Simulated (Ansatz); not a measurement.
Molecule: B$_{2}$, charge 0, multiplicity 3. SMILES: B#B
Coordinates optimised at B3LYP-D3(BJ)/def2-TZVP (Ansatz, a quantum-chemistry and plane-wave program):
```xyz
2

B      0.0000     0.0000    -0.7840
B      0.0000     0.0000     0.7840
```
Charge 0, spin multiplicity 3.

Wanted: atomisation energy (electronic, to ground-state atoms), in kcal/mol. Correlated levels leave the core frozen unless marked. UHF or UKS for open shells. Spin-orbit coupling is left out. No relativistic terms. The coupled-cluster limit lacks core correlation, which all-electron functionals hold. CBS(X,Y): correlation extrapolated as X^-3; Hartree-Fock from the larger set (for Q and 5 zeta extrapolated as (X+1)exp(-9√X)). The program attaches cautions to a run behind SCS-MP2/aug-cc-pVDZ: large difference. The program attaches cautions to a run behind CCSD/aug-cc-pVDZ: large difference. The program attaches cautions to a run behind CCSD(T)/CBS(cc-pVQZ,cc-pV5Z): large difference.

The UHF reference is spin-contaminated (<S^2> 0.91 over the pure value in the largest basis). The T1 diagnostic of CCSD in the largest basis is 0.070, which is high, so the coupled-cluster rows are less sure than usual.

```json
[
 {"level": "PBE0-D3(BJ)/def2-TZVPD", "program": "Ansatz + dftd3", "atomisation energy (kcal/mol)": "___"},
 {"level": "BHLYP-D4/def2-TZVPD", "program": "Ansatz + dftd4", "atomisation energy (kcal/mol)": "59.4"},
 {"level": "HSE06-D3(BJ)/def2-TZVPD", "program": "Ansatz + dftd3", "atomisation energy (kcal/mol)": "75.1"},
 {"level": "HSE06-D4/def2-TZVPD", "program": "Ansatz + dftd4", "atomisation energy (kcal/mol)": "75.1"},
 {"level": "CAM-B3LYP-D3(BJ)/def2-TZVPD", "program": "Ansatz + dftd3", "atomisation energy (kcal/mol)": "63.4"},
 {"level": "CAM-B3LYP/def2-TZVPD", "program": "Ansatz", "atomisation energy (kcal/mol)": "62.9"},
 {"level": "LC-wPBE/def2-TZVPD", "program": "Ansatz", "atomisation energy (kcal/mol)": "___"},
 {"level": "SCS-MP2/aug-cc-pVDZ", "program": "Ansatz", "atomisation energy (kcal/mol)": "45.9"},
 {"level": "CCSD/aug-cc-pVDZ", "program": "Ansatz", "atomisation energy (kcal/mol)": "___"},
 {"level": "CCSD(T)/CBS(cc-pVQZ,cc-pV5Z)", "program": "Ansatz", "atomisation energy (kcal/mol)": "61.6"}
]
```

What belongs in the gaps?


- PBE0-D3(BJ)/def2-TZVPD, atomisation energy (kcal/mol): 74.9
- LC-wPBE/def2-TZVPD, atomisation energy (kcal/mol): 70.5
- CCSD/aug-cc-pVDZ, atomisation energy (kcal/mol): 49.7
